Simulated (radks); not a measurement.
Problem. These are the eigenvalues of the occupied orbitals of an atom or ion with whole-number occupations (eV). Method: Dirac Kohn-Sham, BLYP, spin-unpolarised, spherical densities, finite nucleus; Fermi nuclear charge, rms radius of each element as measured or else 0.836 A^(1/3) + 0.57 fm; computed with a radial shooting solver on a logarithmic mesh with Libxc functionals.

| orbital | eigenvalue |
|---|---|
| 1s1/2 | -21940.50 |
| 2s1/2 | -3163.667 |
| 2p1/2 | -2924.523 |
| 2p3/2 | -2793.527 |
| 3s1/2 | -566.1666 |
| 3p1/2 | -473.3957 |
| 3p3/2 | -451.1717 |
| 3d3/2 | -286.8518 |
| 3d5/2 | -282.5210 |
| 4s1/2 | -87.3719 |
| 4p1/2 | -59.6361 |
| 4p3/2 | -56.1921 |
| 4d3/2 | -15.4816 |
| 4d5/2 | -15.1207 |
| 5s1/2 | -11.8243 |

Which element is it, and in what charge state? The configuration may be excited. Open shells, if any, are shared by 2j + 1.

Solution. Z = 44, ruthenium, charge +1: Ru+ in [Kr] 4d6 5s1. The list shows which subshells hold electrons but not how many an open one holds; the 1s level, -806.3 hartree, gives Z - s = 40.2 by -(Z - s)^2/2, which with screening and relativity narrows Z to a few neighbours, and the depths of the outer levels then fix element, charge and occupations together.
